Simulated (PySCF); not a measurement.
Species: CH4BClO.
Numbering: `[CH3:1][B:2]([OH:3])[Cl:4]` (hydrogens: H5, H6, H7 on C1; H8 on O3)

Computed, not measured: PySCF 2.14.0, PBE0-D3(BJ)/def2-SVP geometry optimisation, gas phase.

Problem. List the bond lengths, angles and torsions at this level.

Solution. 
```csv
bond,length (Å)
C1–B2,1.569
B2–O3,1.347
B2–Cl4,1.774
"C1–H5, C1–H6, C1–H7",1.102
O3–H8,0.963
```

Bonds in one row agree within 0.01 Å and their mean is given. A selection of angles:
```csv
angle,degrees
B2–C1–H5,110.5
B2–C1–H6,114.0
H5–C1–H6,108.5
H5–C1–H7,106.0
H6–C1–H7,108.1
C1–B2–O3,125.1
C1–B2–Cl4,119.5
O3–B2–Cl4,115.4
B2–O3–H8,112.5
```

Torsions: H8–O3–B2–C1 1° (synperiplanar). The mirror-image conformer, all signs reversed, is as good.

The 4 heavy atoms lie in one plane (0.002 Å rms). Of the pairs four or more bonds apart, H6···H8 is among the closest relative to their van der Waals radii: 2.46 Å, 102 % of the sum of Bondi's values. B2 (three-coordinate boron) is planar (angles 125.1°, 119.5° and 115.4°, sum 360.0°, 0.00 Å off the plane of its three neighbours).

Point group: near Cs, missed by 0.14 Å at most; the miss may be what the optimiser left on a soft mode. PBE0-D3(BJ)/def2-SVP frequencies: not computed here. One conformer, not necessarily the lowest (C1–B2–O3–H 1°).
